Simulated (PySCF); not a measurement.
## Unknown compound

An unknown has the formula C3H10B3N3. Its calculated NMR data are:

¹H NMR (400 MHz, computed): δ 5.61 (br s, 2H), 4.98 (br, 2H), 4.70 (br, 1H), 2.81 (m, 1H), 0.76 (m, 2H), 0.49 (m, 2H).

¹³C{¹H} NMR (computed): δ 34.2 (CH), 10.8 (CH2, 2C).

Computed data (PySCF 2.14): NMR shieldings at PBE0/pcSseg-1/GIAO, geometry from PBE0-D3(BJ)/def2-SVP. Isolated molecule, one averaged value for each set of equivalent atoms, non-relativistic Hamiltonian, one conformer.

Scale: ¹H (σref 31.27), ¹³C (σref 184.41) vs TMS (reference shieldings calculated alike).

Task: Propose a structure and justify it.

Result: 
2 carbon signals for 3 carbons: some carbons are equivalent by symmetry or fast rotation. Carbon types of the structure: 1 × CH, 2 × CH2, leaving 5 H on heteroatoms. δC 34.2, 10.8: three-membered-ring carbon. δH 5.61: hydrogen on a nitrogen bonded to 2 B, in a 6-membered ring; exchangeable, gas-phase position. δH 4.98, 4.70: hydrogen on a boron bonded to 2 N, in a 6-membered ring. δH 2.81, 0.76, 0.49: hydrogen on a three-membered-ring carbon.

The compound is `C1C(N2BNBNB2)C1`.

The data come from this structure; uniqueness wasn't tested.

OH and NH positions are those of a molecule without intermolecular hydrogen bonds; in solution they move with solvent, concentration and temperature, and exchange usually removes their couplings. Hydrogens on boron are broadened and split by ¹¹B (spin 3/2, 80 %) and 10B (spin 3). Shifts are as computed. Against solution values, carbons near 30 ppm lie about +2 ppm off and those near 130 ppm about +5 ppm. Of 1211 compounds with measured shifts, 218 miss one by over three times the rms of a fit or turn the order of signals round; such compounds aren't used in these exercises. Multiplicities follow the n + 1 count of equivalent neighbours, as no J values were calculated; m marks all less simple cases, F and P coupling included.
